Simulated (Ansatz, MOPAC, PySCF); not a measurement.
Lewis adduct: AlH3 (SMILES [AlH3]) (first 4 atoms) with C2H3N (SMILES CC#N); geometry from B3LYP-D3(BJ)/def2-TZVP, rigid monomers moved along the line of their centres of mass till Al1···N7 is 3.66 Å.
(charge 0, multiplicity 1):
```xyz
10

Al    -0.035     0.153    -0.410
H     -1.495    -0.220    -0.929
H      1.146    -0.862    -0.745
H      0.333     1.700    -0.301
C     -0.773    -1.132     5.667
C     -0.602    -0.835     4.260
N     -0.467    -0.600     3.149
H     -0.326    -2.100     5.895
H     -0.287    -0.362     6.267
H     -1.835    -1.160     5.911
```

Monomers are frozen at their geometry in the pair; levels with a basis set take the counterpoise correction. Rows marked so take none.

Rows in 6-31G*, STO-3G carry no dispersion term and start afresh at each structure (6-31G* with six Cartesian d functions). The state reached by PM7 isn't checked; PM7 holds dispersion and hydrogen-bond terms.

The values were computed with Ansatz (Gaussian orbitals); MOPAC for PM7 (differences of heats of formation); PySCF for 6-31G* rows, STO-3G rows. Values without a source in brackets are computed.

Task: One of these levels gives -4.21 kcal/mol for the interaction energy. Name it.
A) HF/STO-3G (no counterpoise)
B) B3LYP/def2-TZVPPD
C) HF/6-31G* (no counterpoise)
D) PM7

Result: A, HF/STO-3G (no counterpoise). The others give 10.82 (PM7), -5.94 (HF/6-31G* (no counterpoise)), -4.82 (B3LYP/def2-TZVPPD)

Ansatz is a program for electronic structure.
